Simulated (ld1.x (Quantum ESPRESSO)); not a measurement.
**Before and after: RRKJ potential for rubidium (Rb)**

- Element: Rb
- Generator: ld1.x (Quantum ESPRESSO) 7.5
- Type: norm-conserving RRKJ (Kleinman–Bylander form)
- Functional: BLYP
- Relativity: scalar-relativistic
- Frozen core: [Ar] 3d10
- Valence charge: 9
- Reference configuration: 4s2 4p6 4d0.5 5s0.5 5p0
- Partial waves: 4s (bound): rc 2.10 bohr; 4d (bound): rc 4.20 bohr; 4p (bound): rc 2.30 bohr
- Local potential: the p channel
- Core correction: none

Occupied shells without a wave of their own: 5s. They enter only through the test configuration that unscreens the potential.

All-electron outer shells of the reference configuration (BLYP, scalar-relativistic, ld1.x):

```tsv
shell	level (eV)	outermost node (bohr)	outermost maximum (bohr)
3p	-225.38	0.19	0.44
3d	-104.58	–	0.39
4s	-32.46	0.62	1.25
4p	-16.50	0.64	1.42
5s	-2.66	1.78	4.11
5p	-1.02	2.20	6.06
4d	-0.32	0.70	6.14
```

Change: wave 4s (bound): rc 2.10 bohr becomes 4s (bound): rc 2.90 bohr.

Cutoffs: the cutoffs (Ry, on a coarse ladder) from which the occupation-weighted sum of valence levels, in a spherical-Bessel basis at the reference potential, stays within 10 and 1 mRy of its value at 400 Ry; they do not see the model core or the augmentation charge, which bear on the density cutoff. Errors are all-electron minus pseudo energies relative to the spin-unpolarised reference configuration.

Task: How do hardness, ghosts and transferability respond?

Result: The potential gets softer (21 Ry and 30 Ry → 15 Ry and 25 Ry); both files keep a bound ghost (d); the miss of the reference levels goes from 0.06 to 0.36 eV; the number of tests that count goes from 7 to 6; of the 6 tests that both files solve, the error grows in 6 and shrinks in 0 by more than 15 % and 0.3 meV (median size 37.1 → 227.4 meV). A larger radius leaves more room for a smooth pseudo-wave, so fewer plane waves are needed. More of the atom is replaced by a form fitted at one configuration, so other configurations suffer.

```tsv
quantity	base	changed
cutoff, loose	21 Ry	15 Ry
cutoff, tight	30 Ry	25 Ry
loose cutoff by channel (10 mRy a level)	s 18 Ry, d 6 Ry, p 12 Ry	s 8 Ry, d 6 Ry, p 12 Ry
bound ghosts	d	d
largest miss of a reference level, eV	0.06	0.36
tests counted (converged, no solver errors)	7 of 7	6 of 7
error for 4s2 4p6 4d0 5s1 5p0, meV [ΔE -1.14 eV]	+26	+157
error for 4s2 4p6 4d0 5s0 5p0, meV [ΔE 3.06 eV]	-43	-266
error for 4s2 4p6 4d0 5s0.5 5p0, meV [ΔE 0.44 eV]	+0.7	+2.1
error for 4s2 4p6 4d1 5s0 5p0, meV [ΔE 1.18 eV]	-31	-189
error for 4s2 4p5 4d0 5s1 5p0, meV [ΔE 19.77 eV]	+103	+550
error for 4s1 4p6 4d0 5s1 5p0, meV [ΔE 36.39 eV]	+111	+428
s: phases at 4.57 bohr within 0.05 rad from the reference energy up to (Ry; the scan ends near 5)	-0.3	-0.5
p: phases at 4.57 bohr within 0.05 rad from the reference energy up to (Ry; the scan ends near 5)	1.7	1.7
d: phases at 4.57 bohr within 0.05 rad from the reference energy up to (Ry; the scan ends near 5)	0.6	0.6
```

Base: ld1.x printed “convergence not achieved” for 7 of the counted tests; their residual had stalled under 1e-8, short of the target of 1e-14. Changed file: Tests not counted: 4s2 4p6 4d0 5s0 5p1 (pseudo-atom not self-consistent, printed error -647 eV). ld1.x printed “convergence not achieved” for 6 of the counted tests; their residual had stalled under 1e-8, short of the target of 1e-14. The 5s level has no wave, so the channel is fitted at the deeper level alone: the likely source of the large errors. A true bound ghost makes a file unfit for plane-wave use even where its test errors are small: the radial tests pick states by their node count and pass the ghost by. Where a test does run into it, the solver fails or the error is huge.
